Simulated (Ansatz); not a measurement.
Consider the formal loss of a carbene: `C=C[CH2][InH][Cl]` → `C=[CH][InH][Cl]` + `[CH2]` (triplet).

Gas-phase electronic energies from Ansatz, PBE0-D4/def2-TZVP geometries. CCSD(T)/CBS is the MP2 limit (def2-TZVPP, def2-QZVPP) plus CCSD(T) − MP2 in def2-TZVPP, frozen cores. This one scheme is used for every species. Functionals use def2-TZVPP. Triplets are unrestricted, without spin–orbit coupling. def2 core potentials past Kr. For In outer-core shells are correlated without core-valence functions, which leaves a few kJ/mol of doubt a bond. Each species was taken in one conformer, which may not be the lowest.

```
   level  ΔE (kcal/mol)
BHLYP-D4          101.7
 LC-ωPBE          103.0
```

Q: What does CCSD(T)/CBS give? (Estimate.)

A: Ansatz gave: +106.4 kcal/mol. The listed levels differ from it by -4.7, -3.4 kcal/mol.

Largest T1 diagnostic among the species: 0.013.

From BLYP to BHLYP (50 % exact exchange), in def2-TZVPP and without D4, ΔE moves by −2.3 kcal/mol. In def2-TZVPP, CCSD(T) changes the Hartree–Fock value by +33.6 kcal/mol (the triples alone add +2.8 kcal/mol) and MP2 by +37.5 kcal/mol.
